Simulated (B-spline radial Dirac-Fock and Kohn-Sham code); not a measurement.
## Sb³⁺: input and output of one calculation

ΔSCF core binding energies without Breit or QED terms, calculated with a radial finite-basis atomic code. Keys: rel is the Hamiltonian (dirac, or spin-free x2c and nr, where L3 and M5 stand for the whole 2p and 3d shells), method is hf or an exchange,correlation pair (spin-unpolarised, also for the hole states), nuc the nuclear model, radius_factor scales its radius, rmax is the box in bohr, h the logarithmic mesh step, order the B-spline order, points the quadrature points per cell, c_factor scales the speed of light, and damp, ndamp, maxit and tol steer the iteration. The run stops when the commutator error falls below 10·tol·max(1, Z/10), or the numerical noise floor, and the energy has settled to about 1e-8 Ha; the virial ratio is −V/T.

Input (task.json):

```json
{"items": [{"Z": 51, "q": 3, "cfg": [[1, 0, 2], [2, 0, 2], [2, 1, 6], [3, 0, 2], [3, 1, 6], [3, 2, 10], [4, 0, 2], [4, 1, 6], [4, 2, 10], [5, 0, 2]], "A": 121, "rrms": 4.6802, "do": "settings", "holes": ["K", "L3", "M5"],
  "settings": [{"rel": "dirac", "method": "hf", "nuc": "fermi", "radius_factor": 1.0, "rmax": 45.0, "h": 0.3, "order": 8, "points": 10, "c_factor": 1.0, "maxit": 60, "damp": 0.5, "ndamp": 3, "tol": 1e-08, "cfg": "1s2 2s2 2p6 3s2 3p6 3d10 4s2 4p6 4d10 5s3"}]}]}
```

Command: `python xray2_run.py task.json out`

The program stops without a result: overfilled shell.

Question: One setting is unsound. Which, and why?

Answer: cfg puts more electrons in a shell than it can hold. With the default settings (Dirac Hartree-Fock): The ground state converged in 10 iterations, with total energy -6478.78956 Ha, virial ratio 1.94761 and highest orbital energy -41.89 eV. ΔSCF binding energies: K (1s) 30633.6 eV, L3 (2p3/2) 4181.3 eV, M5 (3d5/2) 568.6 eV.
